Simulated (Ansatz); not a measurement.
Stepwise reaction of `[F][Ti]([F])([F])[F]` with water, as a gas-phase model of exchange steps in deposition or etching. ΔE in kJ/mol; ΔG adds harmonic PBE0-D4 terms to CCSD(T)/CBS, at 1 bar.

Computed with Ansatz on PBE0-D4/def2-TZVP structures; ΔE is electronic, products minus reactants. CBS: MP2 limit from def2 TZ/QZ plus the TZ coupled-cluster correction, frozen cores. This one scheme is used for every species. DFT in def2-TZVPP. B3LYP here is the variant with VWN-RPA as its local correlation; programs differ in this. For Ti outer-core shells are correlated without core-valence functions, which leaves a few kJ/mol of doubt a bond. Scalar relativity is left out up to krypton. One conformer a species, not always the lowest.

| step | reaction | PBE-D4 | B3LYP-D4 | ωB97M-V | CCSD(T)/CBS | ΔG(400 K) |
| --- | --- | --- | --- | --- | --- | --- |
| 1 | `[F][Ti]([F])([F])[F]` + H₂O → `[OH][Ti]([F])([F])[F]` + H–F | 44.2 | 40.4 | 42.0 | 34.5 | 19.0 |
| 2 | `[OH][Ti]([F])([F])[F]` + H₂O → `[OH][Ti]([OH])([F])[F]` + H–F | 48.3 | 45.9 | 47.4 | 39.9 | 41.7 |
| 3 | `[OH][Ti]([OH])([F])[F]` + H₂O → `[OH][Ti]([OH])([OH])[F]` + H–F | 50.8 | 49.0 | 50.3 | 42.5 | 39.3 |
| 4 | `[OH][Ti]([OH])([OH])[F]` + H₂O → `[OH][Ti]([OH])([OH])[OH]` + H–F | 53.2 | 52.3 | 53.6 | 46.0 | 49.3 |

Task: By hand: ΔE of the 4 steps together at CCSD(T)/CBS.

Result: (34.5) + (39.9) + (42.5) + (46.0) = 162.9 kJ/mol, or 40.7 kJ/mol a step.

In ΔE each step is higher than the one before. All are uphill at CCSD(T)/CBS. ΔG lies between 19.0 and 49.3 kJ/mol a step. PBE-D4 differs from CCSD(T)/CBS by 7.2 to 9.7 kJ/mol a step. Isolated molecules leave out the surface, adducts and barriers. Largest T1 diagnostic: 0.024.
